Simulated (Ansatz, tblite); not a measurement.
Cost and result up the ladder for GaH2(OH) (GaOH₃) (5 atoms). The state is a singlet with charge 0. Geometry: r2SCAN-D4/def2-TZVP.

```csv
atom,x (Å),y (Å),z (Å)
Ga1,0.3430,0.3847,0.2007
H2,1.8603,0.6044,-0.0126
H3,-0.6620,1.2073,1.0610
O4,-0.2989,-1.0284,-0.6893
H5,-1.2424,-1.1680,-0.5598
```

Ansatz on 4 threads of Arm Neoverse V2 on a shared host; xTB runs through tblite on one thread. Times are rough, summed over both states, and most runs start from the orbitals of an earlier one. CCSD(T)/def2-TZVPP serves as the yardstick here, not as an exact answer. The other state is a doublet.

The xTB rows come from tblite. Correlated methods freeze 10 core orbitals; core or outer-core shells of Ga are correlated, in sets that lack core-valence functions.

Correlated methods converge slowly with the basis.

Raw xTB energies of ions are shifted by several eV.

```tsv
level	functions	wall time	vertical IE (eV)	difference from CCSD(T)/def2-TZVPP (eV)
GFN2-xTB	16	0.004 s	15.25	3.66
GFN1-xTB	19	0.005 s	15.64	4.06
PBE-D4/def2-TZVP	97	2 s	10.69	-0.89
PBE0-D4/def2-TZVP	97	3.5 s	11.01	-0.58
r2SCAN-D4/def2-TZVP	97	4.9 s	10.84	-0.75
CCSD(T)/def2-TZVPP	121	29 s	11.59	0.00
```
